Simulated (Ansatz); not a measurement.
`[SiH3][AsH2]` + NH₃ → `N[AsH2]` + SiH₄ at 700 K and 1 bar (cleavage of the As–Si bond).

Computed with Ansatz on PBE0-D4/def2-TZVP structures; ΔE is electronic, products minus reactants. CBS: MP2 limit from def2 TZ/QZ plus the TZ coupled-cluster correction, frozen cores. This one scheme is used for every species. For As outer-core shells are correlated without core-valence functions, which leaves a few kJ/mol of doubt a bond. Scalar relativity is left out up to krypton.

```json
{"species": "`[SiH3][AsH2]`", "CCSD(T)/CBS energy (Eh)": "-2527.08228", "H − E (kJ/mol)": "159.2", "S (J/(mol·K))": "372.9"}
{"species": "NH₃", "CCSD(T)/CBS energy (Eh)": "-56.50880", "H − E (kJ/mol)": "116.9", "S (J/(mol·K))": "226.5"}
{"species": "`N[AsH2]`", "CCSD(T)/CBS energy (Eh)": "-2292.09958", "H − E (kJ/mol)": "152.3", "S (J/(mol·K))": "328.9"}
{"species": "SiH₄", "CCSD(T)/CBS energy (Eh)": "-291.46306", "H − E (kJ/mol)": "115.5", "S (J/(mol·K))": "252.9"}
```

H − E and S are ideal-gas, rigid-rotor, harmonic terms from PBE0-D4/def2-TZVP, for one conformer and one mirror image of each species. 1 Eh = 2625.50 kJ/mol, R = 8.31446 J/(mol·K).

By hand: ΔE, ΔH, ΔS and ΔG.

ΔE = (-2292.09958) + (-291.46306) − (-2527.08228) − (-56.50880) = 0.02844 Eh = 74.7 kJ/mol. Δ(H − E) = 152.3 + 115.5 − 159.2 − 116.9 = -8.3, so ΔH = 66.4 kJ/mol. ΔS = 328.9 + 252.9 − 372.9 − 226.5 = -17.6 J/(mol·K). ΔG = 66.4 − 700 × (-17.6)/1000 = 78.7 kJ/mol.

By hand: the equilibrium constant, and the temperature at which ΔG would vanish if ΔH and ΔS stayed fixed.

log₁₀ K = −ΔG/(RT ln 10) = -5.9. ΔH and −TΔS have one sign here, so there is no such temperature.

ΔH outweighs TΔS. A doubt of 5 kJ/mol in ΔE shifts log₁₀ K by 0.4 here. Other conformers and mirror images would add mixing entropy, several J/(mol·K) or more a flexible species. These are equilibria of isolated gas molecules and say nothing of rates. Largest T1 diagnostic: 0.011 (customary marks: 0.02 for closed shells, 0.045 for open ones).
